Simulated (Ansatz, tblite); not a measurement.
Removing an electron: TeCl₄. Charge 0, multiplicity 1. Geometry: PBE-D4/def2-SVP. Ansatz, gas phase; energy differences of separate SCF runs; the oxidised species was run as a doublet alone.

Cartesian coordinates in Å:
```
Te 0.2021 -0.2951 0.4459
Cl 2.4418 -0.5093 -0.5841
Cl -1.9672 -0.1832 1.6308
Cl -0.8544 -1.0662 -1.5446
Cl 0.1777 2.0538 0.0519
```

In the def2 sets Te takes a core potential; there is no spin–orbit coupling. The xTB rows come from tblite. Correlated methods freeze 24 core orbitals; core or outer-core shells of Te are correlated, in sets that lack core-valence functions. The rows differ in basis, and correlated rows in double-zeta sets carry the largest basis error.

| level | −HOMO (eV) | vertical IE (eV) | −LUMO (eV) | HOMO–LUMO gap (eV) | remarks |
| --- | --- | --- | --- | --- | --- |
| GFN1-xTB | 12.48 | 14.79 | 9.79 | 2.69 | – |
| GFN2-xTB | 11.50 | 14.13 | 9.02 | 2.48 | – |
| HF/def2-SVP | – | 9.42 | – | – | spin-contaminated (⟨S²⟩ 0.91) (+1 doublet) |
| PBE-D4/def2-TZVP | 7.38 | 10.08 | 4.62 | 2.76 | – |
| r2SCAN-D4/def2-TZVP | 7.68 | 10.25 | 4.63 | 3.05 | – |
| PBE0-D4/def2-TZVP | 8.49 | 10.30 | 3.97 | 4.51 | – |
| CCSD/def2-SVP | – | 9.73 | – | – | spin-contaminated (⟨S²⟩ 0.91) (+1 doublet) |
| CCSD(T)/def2-SVP | – | 9.70 | – | – | spin-contaminated (⟨S²⟩ 0.91) (+1 doublet) |

Run but left out: MP2/def2-SVP (charge +1 doublet: ⟨S²⟩ 0.91, where a pure state has 0.75).  Raw xTB energy differences between charge states are shifted by several eV; the methods need an empirical correction for them.
